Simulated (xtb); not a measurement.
xtb input (GFN1-xTB):

```bash
xtb mol.xyz --gfn 1 --sp --chrg 0 --uhf 0
```
mol.xyz:
```
12

O     -1.18455132     1.23902331    -1.03554048
C     -1.66669739     0.13853112    -0.94274031
C     -0.97880012    -1.03044707    -0.28858196
C      0.18456151    -0.63870565     0.61826635
O      0.27194652    -1.12896265     1.72223741
Si     1.52812578     0.63471690     0.04191282
H     -2.67370904    -0.07199844    -1.35390011
H     -1.69644340    -1.64180255     0.26464607
H     -0.58488015    -1.65940836    -1.09974782
H      1.62703953     0.68447331    -1.43256375
H      2.80325863     0.14778592     0.61517548
H      1.19742777     1.95815762     0.60437047
```

End of the output:

```
         :::::::::::::::::::::::::::::::::::::::::::::::::::::
         ::                     SUMMARY                     ::
         :::::::::::::::::::::::::::::::::::::::::::::::::::::
         :: total energy             -20.789198464890 Eh    ::
         :: gradient norm              0.033022319866 Eh/a0 ::
         :: HOMO-LUMO gap              2.703639698839 eV    ::
         ::.................................................::
         :: SCC energy               -20.970289280078 Eh    ::
         :: -> electrostatic           0.089206987421 Eh    ::
         :: repulsion energy           0.185593411381 Eh    ::
         :: dispersion energy         -0.004502596193 Eh    ::
         :: halogen bond corr.         0.000000000000 Eh    ::
         :: add. restraining           0.000000000000 Eh    ::
         :: total charge               0.000000000000 e     ::
         :::::::::::::::::::::::::::::::::::::::::::::::::::::

           -------------------------------------------------
          |                Property Printout                |
           -------------------------------------------------

    * Orbital Energies and Occupations

         #    Occupation            Energy/Eh            Energy/eV
      -------------------------------------------------------------
         1        2.0000           -0.8270346             -22.5048
       ...           ...                  ...                  ...
         5        2.0000           -0.6589915             -17.9321
         6        2.0000           -0.6374588             -17.3461
         7        2.0000           -0.6283404             -17.0980
         8        2.0000           -0.6191812             -16.8488
         9        2.0000           -0.5952179             -16.1967
        10        2.0000           -0.5881944             -16.0056
        11        2.0000           -0.5658396             -15.3973
        12        2.0000           -0.5590181             -15.2117
        13        2.0000           -0.5319840             -14.4760
        14        2.0000           -0.4844532             -13.1826
        15        2.0000           -0.4810128             -13.0890
        16        2.0000           -0.4773607             -12.9896
        17        2.0000           -0.4223511             -11.4928 (HOMO)
Note: The following floating-point exceptions are signalling: IEEE_DENORMAL
normal termination of xtb
        18                         -0.3229941              -8.7891 (LUMO)
        19                         -0.3161308              -8.6024
        20                         -0.2098815              -5.7112
        21                         -0.1835356              -4.9943
        22                         -0.1714823              -4.6663
        23                         -0.1498424              -4.0774
        24                         -0.1376571              -3.7458
        25                         -0.1078009              -2.9334
        26                         -0.0847858              -2.3071
        27                         -0.0711305              -1.9356
        28                         -0.0638631              -1.7378
       ...                                ...                  ...
        41                          1.3189360              35.8901
      -------------------------------------------------------------
                  HL-Gap            0.0993569 Eh            2.7036 eV
             Fermi-level           -0.3726726 Eh          -10.1409 eV

  Mulliken/CM5 charges         n(s)   n(p)   n(d)
     1O    -0.44195 -0.49840   1.720  4.722  0.000
     2C     0.40185  0.38651   1.054  2.544  0.000
     3C    -0.13063 -0.22185   1.057  3.074  0.000
     4C     0.33108  0.38942   1.109  2.560  0.000
     5O    -0.45419 -0.49919   1.733  4.721  0.000
     6Si    0.27106 -0.00588   1.332  1.884  0.514
     7H     0.03359  0.09488   0.966  0.000  0.000
     8H     0.07346  0.13222   0.927  0.000  0.000
     9H     0.08303  0.14025   0.917  0.000  0.000
    10H    -0.06451  0.01880   1.065  0.000  0.000
    11H    -0.05877  0.02351   1.059  0.000  0.000
    12H    -0.04403  0.03974   1.044  0.000  0.000

Wiberg/Mayer (AO) data.
largest (>0.10) Wiberg bond orders for each atom

 ---------------------------------------------------------------------------
     #   Z sym  total        # sym  WBO       # sym  WBO       # sym  WBO
 ---------------------------------------------------------------------------
     1   8 O    2.093 --     2 C    1.821     6 Si   0.125
     2   6 C    3.833 --     1 O    1.821     3 C    1.005     7 H    0.943
     3   6 C    3.989 --     2 C    1.005     8 H    0.955     4 C    0.955
                             9 H    0.916
     4   6 C    3.731 --     5 O    1.797     3 C    0.955     6 Si   0.887
     5   8 O    2.062 --     4 C    1.797     6 Si   0.148
     6  14 Si   3.991 --    11 H    0.929    10 H    0.928    12 H    0.926
                             4 C    0.887     5 O    0.148     1 O    0.125
     7   1 H    1.010 --     2 C    0.943
     8   1 H    1.001 --     3 C    0.955
     9   1 H    1.001 --     3 C    0.916
    10   1 H    0.992 --     6 Si   0.928
    11   1 H    0.990 --     6 Si   0.929
    12   1 H    0.995 --     6 Si   0.926
 ---------------------------------------------------------------------------

Topologies differ in total number of bonds
Writing topology from bond orders to xtbtopo.mol

 dipole moment from electron density (au)
     X       Y       Z
  -0.7499  -0.8942  -1.1266  total (Debye):    4.123

           -------------------------------------------------
          | TOTAL ENERGY              -20.789198464890 Eh   |
          | GRADIENT NORM               0.033022319866 Eh/α |
          | HOMO-LUMO GAP               2.703639698839 eV   |
           -------------------------------------------------

------------------------------------------------------------------------
------------------------------------------------------------------------
 total:
 SCF:
```
